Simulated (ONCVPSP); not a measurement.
u(r) = r·R(r): atom against pseudo-atom (O (Z = 8))

Columns: radius, all-electron u(r) and pseudo u(r) of the 2p shell (level -9.60 eV) of oxygen in the configuration [He] 2s1 2p5; LDA (Perdew-Wang 92), scalar-relativistic, ONCV scheme, ONCVPSP 4.0.1.

| r (bohr) | all-electron | pseudo |
| --- | --- | --- |
| 0.050 | 0.0314 | 0.0103 |
| 0.100 | 0.1040 | 0.0411 |
| 0.150 | 0.1954 | 0.0921 |
| 0.200 | 0.2925 | 0.1616 |
| 0.250 | 0.3873 | 0.2460 |
| 0.300 | 0.4752 | 0.3400 |
| 0.350 | 0.5540 | 0.4370 |
| 0.400 | 0.6224 | 0.5317 |
| 0.450 | 0.6805 | 0.6206 |
| 0.500 | 0.7284 | 0.7015 |
| 0.550 | 0.7669 | 0.7734 |
| 0.600 | 0.7967 | 0.8345 |
| 0.650 | 0.8186 | 0.8810 |
| 0.700 | 0.8336 | 0.9092 |
| 0.750 | 0.8425 | 0.9169 |
| 0.800 | 0.8461 | 0.9058 |
| 0.850 | 0.8452 | 0.8822 |
| 0.900 | 0.8405 | 0.8560 |
| 0.950 | 0.8325 | 0.8353 |
| 1.000 | 0.8218 | 0.8219 |
| 1.050 | 0.8089 | 0.8090 |
| 1.100 | 0.7942 | 0.7943 |
| 1.150 | 0.7781 | 0.7781 |
| 1.200 | 0.7608 | 0.7608 |
| 1.250 | 0.7426 | 0.7427 |
| 1.300 | 0.7238 | 0.7238 |

Task: How many radial nodes do the two functions have?

Result: The all-electron 2p function has n − l − 1 = 0; the pseudo-wave has 0.

Task: At about which radius was the pseudo-wave matched?

Result: 1.00 bohr, where the columns begin to agree (steps of 0.05 bohr).

Task: Is the pseudo-wave norm-conserving?

Result: Yes: the ONCV scheme keeps the norm inside the radius equal to the all-electron one, which fixes the energy derivative of the logarithmic derivative at the level.
